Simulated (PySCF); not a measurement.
Work out the structure from these simulated measurements.

Formula: C7H15B.

| Property | Result |
| --- | --- |
| UV, strongest line | among the 10 lowest singlet transitions: S5 at 7.21 eV (172 nm, f = 0.030) [TDDFT PBE0/def2-SVPD] |
| XPS | B1s 195.3, C1s 289.7, C1s 289.8, C1s 290.2, C1s 290.3, C1s 290.3, C1s 290.3, C1s 290.3 eV [ΔSCF SCAN, pcX-2 on the ionised atom, pcseg-1 elsewhere, spin-free X2C] |
| NMR, other nuclei | isotropic shieldings of nuclei other than C and H, by class: 19 (1 B) ppm [GIAO B97-2/pcSseg-1] |
| UV, first state | lowest singlet excitation: 5.35 eV (232 nm, f = 0.001) [TDDFT PBE0/def2-SVPD] |
| Dipole | 0.50 D [PBE0/def2-SVPD] |
| Rotational structure | rotational constants A, B, C: 3.923, 1.258, 1.020 GHz [PBE0-D3(BJ)/def2-SVP] |
| 13C NMR | chemical shifts (computed TMS as zero) by class: 44.1 (1 C), 30.5 (1 C), 29.7 (1 C), 29.7 (1 C), 28.5 (1 C), 25.8 (1 C), 16.0 (1 C) ppm [GIAO B97-2/pcSseg-1] |
| Triplet | lowest triplet excitation (Tamm–Dancoff): 4.85 eV [TDA PBE0/def2-SVPD] |

Gas-phase values; electronic properties from PySCF, density fitting. Levels stand in brackets. Isolated species at its PBE0-D3(BJ)/def2-SVP geometry (one conformer only). Each NMR value is the plain mean over a class of atoms that symmetry, rotation or inversion makes alike.

Question: Propose a structure and show how it fits.

Answer: Numbering: `[CH3:1][CH2:2][C@H:3]1[BH:4][CH2:5][CH2:6][CH2:7][CH2:8]1`. 7 carbons fall into 7 classes; from least to most shielded: ring sp3 carbon bound to boron [C3] (44.1 ppm), ring CH2 carbon [C8] (30.5 ppm), ring CH2 carbon [C7] (29.7 ppm), chain CH2 carbon [C2] (29.7 ppm), ring sp3 carbon bound to boron [C5] (28.5 ppm), ring CH2 carbon [C6] (25.8 ppm), methyl carbon [C1] (16.0 ppm). The other shieldings belong to: 19 ppm, three-coordinate boron [B4]. The core levels belong to: B1s 195.3 eV, three-coordinate boron [B4]; C1s 289.7 eV, sp3 carbon bound to boron [C3]; C1s 289.8 eV, sp3 carbon bound to boron [C5]; C1s 290.2 eV, ring CH2 carbon [C8]; C1s 290.3 eV, ring CH2 carbon [C7]; C1s 290.3 eV, chain CH2 carbon [C2]; C1s 290.3 eV, ring CH2 carbon [C6]; C1s 290.3 eV, methyl carbon [C1]. S1 is mainly HOMO→LUMO (weight 0.98); the largest Löwdin shares of the orbital it empties are 0.21 on an sp3 carbon bound to boron, 0.19 on the three-coordinate boron, 0.12 on an sp3 carbon bound to boron and 0.08 on a ring CH2 carbon, of the orbital it fills 0.46 on the three-coordinate boron, 0.12 on each of 2 atoms of one kind (sp3 carbon bound to boron) and 0.08 on the B–H hydrogen. The optimised geometry has point group C1 and is an asymmetric top. Structure: `CC[C@H]1BCCCC1`. Computed isomers that give other values at the same levels: `CC(C)(C)BC1CC1` (core binding energies: B1s 194.9, C1s 289.8, C1s 290.0, C1s 290.1 (×3), C1s 290.7 (×2) eV); `CB1CCCC[C@H]1C` (core binding energies: B1s 195.0, C1s 289.6, C1s 289.7, C1s 289.8, C1s 290.1, C1s 290.1, C1s 290.2, C1s 290.4 eV); `CCC[C@@H]1BCCC1` (rotational constant A: 5.409 GHz; this holds for the one conformer computed). The assignments are read from this structure; whether some other isomer fits the data as well wasn't checked. The mirror image fits equally.
